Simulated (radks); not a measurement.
Q: These are the eigenvalues of the occupied orbitals of an atom or ion with whole-number occupations (Ry). All-electron calculation, Dirac Kohn-Sham, PW91, spin-unpolarised, spherical densities, finite nucleus; Fermi nuclear charge, rms radius of each element as measured or else 0.836 A^(1/3) + 0.57 fm. Program: a radial shooting solver on a logarithmic mesh with Libxc functionals.

orbital  eigenvalue
1s1/2     -1714.130
2s1/2     -266.6374
2p1/2     -248.5427
2p3/2     -237.8948
3s1/2     -64.35830
3p1/2     -57.27123
3p3/2     -55.40910
3d3/2     -42.89533
3d5/2     -42.52356
4s1/2     -24.15219
4p1/2     -21.70183

Which element is it, and in what charge state? The configuration may be excited. Open shells, if any, fill j = l - 1/2 first.

A: Z = 45, rhodium, charge +13: Rh13+ in [Ar] 3d10 4s2 4p2. The list shows which subshells hold electrons but not how many an open one holds; the 1s level, -857.07 hartree, gives Z - s = 41.4 by -(Z - s)^2/2, which with screening and relativity narrows Z to a few neighbours, and the depths of the outer levels then fix element, charge and occupations together.
